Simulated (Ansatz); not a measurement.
HfO₂ (`[O]=[Hf]=[O]`), one more setting.

```yaml
crystal:
  periodic: [false, false, false]
  atoms:
    - {symbol: O, position_ang: [0.656347, 1.263535, 0.388504]}
    - {symbol: Hf, position_ang: [0.353213, -0.486127, 0.356260]}
    - {symbol: O, position_ang: [-1.009560, -0.777408, -0.744764]}
basis:
  gaussian: {orbitals: def2-SVPD, fitting: {mean_field: cc-pVTZ-jkfit}, nuclear_model: gaussian}
total_charge: 1
magnetization: {spin_polarized: true, initial_magnetization: 1}
hamiltonian: {xc: {name: revPBE0}, dispersion: d3bjatm, pseudopotentials: {relativity: none}}
```

```sh
$ ansatz run in.yaml --threads 4 --pin off --events-out ev --progress --plain --max-ram 10444MiB
```

It prints (some lines left out):

```
Functional definition: revPBE0
Error: <dir> the basis set cc-pVTZ-JKFIT has no functions for Hf
```
